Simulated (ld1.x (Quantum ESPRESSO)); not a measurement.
## Which change was made? (F, TM)

- Element: fluorine (F)
- Generator: ld1.x (Quantum ESPRESSO) 7.5
- Type: norm-conserving Troullier–Martins (Kleinman–Bylander form)
- Functional: LDA (PZ)
- Relativity: fully relativistic
- Frozen core: none
- Valence charge: 9
- Reference configuration: 1s2 2s2 2p5
- Partial waves: 1s (bound): rc 0.30 bohr; 2p (bound): rc 0.95 bohr
- Local potential: all-electron potential smoothed inside 0.25 bohr (lloc = -1)
- Core correction: none

Open shells are filled in proportion to 2j + 1 (rel_dist='average').

Occupied shells without a wave of their own: 2s. They enter only through the test configuration that unscreens the potential.

Cutoffs, loose and tight: the cutoffs (Ry, on a coarse ladder) from which the occupation-weighted sum of valence levels, in a spherical-Bessel basis at the reference potential, stays within 10 and 1 mRy of its value at 400 Ry. They do not see the model core or the augmentation charge, which bear on the density cutoff. Test errors are all-electron minus pseudo excitation energies from the reference, over the configurations 1s2 2s2 2p4; 1s2 2s2 2p3; 1s2 2s2 2p2; 1s2 2s2 2p1; 1s2 2s1 2p5; 1s2 2s2 2p4.5; 1s2 2s2 2p5.3; variants that change the core or the reference have their own tests.

The base gives: outcome: generated, misses its reference levels by 0.53 eV; bound ghosts: not determined; largest test error (meV): +578.

Problem. After one change the result is: outcome: generated, misses its reference levels by 0.23 eV; bound ghosts: not determined; largest test error (meV): +253. Which change was it?
A. all radii scaled by about 1.06 (s 0.32, p 1.00 bohr); local potential all-electron potential smoothed inside 0.26 bohr (lloc = -1)
B. all radii scaled by about 1.39 (s 0.42, p 1.32 bohr); local potential all-electron potential smoothed inside 0.34 bohr (lloc = -1)
C. all radii scaled by about 0.82 (s 0.24, p 0.78 bohr); local potential all-electron potential smoothed inside 0.20 bohr (lloc = -1)

Solution. C. The others give: all radii scaled by about 1.39 (s 0.42, p 1.32 bohr); local potential all-electron potential smoothed inside 0.34 bohr (lloc = -1) → outcome: generated, misses its reference levels by 1.78 eV; bound ghosts: not determined; largest test error (meV): +2182 | all radii scaled by about 1.06 (s 0.32, p 1.00 bohr); local potential all-electron potential smoothed inside 0.26 bohr (lloc = -1) → outcome: generated, misses its reference levels by 0.64 eV; bound ghosts: not determined; largest test error (meV): +700.
